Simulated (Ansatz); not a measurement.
`N[SiH](F)Cl` + NH₃ → `N[SiH](N)Cl` + H–F at 600 K and 1 bar (ligand exchange at the Si–F bond).

Computed with Ansatz on PBE0-D4/def2-TZVP structures; ΔE is electronic, products minus reactants. CCSD(T)/CBS adds triple-zeta CCSD(T) − MP2 to the extrapolated MP2 energy (def2 sets, frozen cores). This one scheme is used for every species. Each species was taken in one conformer, which may not be the lowest.

| species | CCSD(T)/CBS energy (Eh) | H − E (kJ/mol) | S (J/(mol·K)) |
| --- | --- | --- | --- |
| `N[SiH](F)Cl` | -905.31614 | 152.4 | 387.3 |
| NH₃ | -56.50880 | 112.4 | 219.5 |
| `N[SiH](N)Cl` | -861.39897 | 222.8 | 409.2 |
| H–F | -100.39570 | 42.3 | 194.0 |

H − E and S are ideal-gas, rigid-rotor, harmonic terms from PBE0-D4/def2-TZVP, for one conformer and one mirror image of each species. 1 Eh = 2625.50 kJ/mol, R = 8.31446 J/(mol·K).

Task: By hand: ΔE, ΔH, ΔS and ΔG.

Result: ΔE = (-861.39897) + (-100.39570) − (-905.31614) − (-56.50880) = 0.03027 Eh = 79.5 kJ/mol. Δ(H − E) = 222.8 + 42.3 − 152.4 − 112.4 = 0.3, so ΔH = 79.8 kJ/mol. ΔS = 409.2 + 194.0 − 387.3 − 219.5 = -3.6 J/(mol·K). ΔG = 79.8 − 600 × (-3.6)/1000 = 82.0 kJ/mol.

Task: By hand: the equilibrium constant, and the temperature at which ΔG would vanish if ΔH and ΔS stayed fixed.

Result: log₁₀ K = −ΔG/(RT ln 10) = -7.1. ΔH and −TΔS have one sign here, so there is no such temperature. One of them is within its doubt of zero, so this could turn.

The number of gas molecules stays the same, so ΔS is small and ΔH decides. A doubt of 5 kJ/mol in ΔE shifts log₁₀ K by 0.4 here. Other conformers and mirror images would add mixing entropy, several J/(mol·K) or more a flexible species. These are equilibria of isolated gas molecules and say nothing of rates. Largest T1 diagnostic: 0.010 (customary marks: 0.02 for closed shells, 0.045 for open ones).
